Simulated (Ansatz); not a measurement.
A search over several starts for the lowest SCF solution of Ag₄H₄⁺ at the given spin, in a small basis.

```yaml
crystal:
  periodic: [false, false, false]
  atoms:
    - {symbol: Ag, position_ang: [-0.075204, 1.015636, 0.297657]}
    - {symbol: Ag, position_ang: [0.311266, -1.597651, -0.604831]}
    - {symbol: Ag, position_ang: [-0.683561, 3.465992, 1.138789]}
    - {symbol: Ag, position_ang: [0.588440, -4.314130, -0.993773]}
    - {symbol: H, position_ang: [-0.539169, -3.047646, -1.104551]}
    - {symbol: H, position_ang: [0.815635, 2.650509, 0.706282]}
    - {symbol: H, position_ang: [-1.558143, 1.938948, 0.767175]}
    - {symbol: H, position_ang: [1.140725, -0.111657, -0.206738]}
basis:
  gaussian: {orbitals: def2-SVP, initial_orbitals: start.molden}
total_charge: 1
magnetization: {spin_polarized: true, initial_magnetization: 1}
hamiltonian: {xc: pbe, dispersion: d4}
output: {orbitals: {seedname: orbitals}}
```

The file start.molden holds the orbitals of an earlier run on this structure, at another level or in another basis.

```sh
$ ansatz run in.yaml --threads 4 --pin off --events-out ev --progress --plain --max-ram 4787MiB
```

Output, abridged:

```
Functional definition: PBE
  name "PBE"
  cite "Perdew, Burke & Ernzerhof, Phys. Rev. Lett. 77, 3865 (1996) doi:10.1103/PhysRevLett.77.3865"
  parent pbe
  parameter kappa = 0.804
  parameter beta = 0.06672455060314922
  exchange = pbe_x(kappa = kappa, mu = beta*pi^2/3)
  correlation = pbe_c(beta = beta)
1360 factors; their error is unknown
mean field evaluation 1: about -16035.8401 eV, gradient 1.1e2 eV
mean field evaluation 2: about -16048.8884 eV, gradient 1.5e1 eV
mean field evaluation 4: about -16054.9905 eV, gradient 6.6e-1 eV
mean field evaluation 8: about -16054.9754 eV, gradient 1.2e-4 eV
mean field evaluation 16: about -16054.9823 eV, gradient 1.9e0 eV
mean field evaluation 32: about -16052.2729 eV, gradient 6.0e0 eV
mean field -16054.97543766 eV, -590.0094648808 hartree, gradient 1.3e-5 eV, S^2 0.754162; 2 other end points of the search recorded, 0 dependent functions left out
reference -16054.97552387 eV, -590.0094680489 hartree; 40, 39 occupied and 104, 105 virtual orbitals, 1360 factors
Total energy: -16055.23370309 eV, -590.0189559602 hartree
```

Run time 9.1 s (4 threads of Intel Xeon on a shared host).

In the def2 sets Ag takes a core potential; there is no spin–orbit coupling. Another isomer (doublet) lies 0.26 eV lower at PBE0-D4/def2-TZVP; other spin states weren't run for this one.
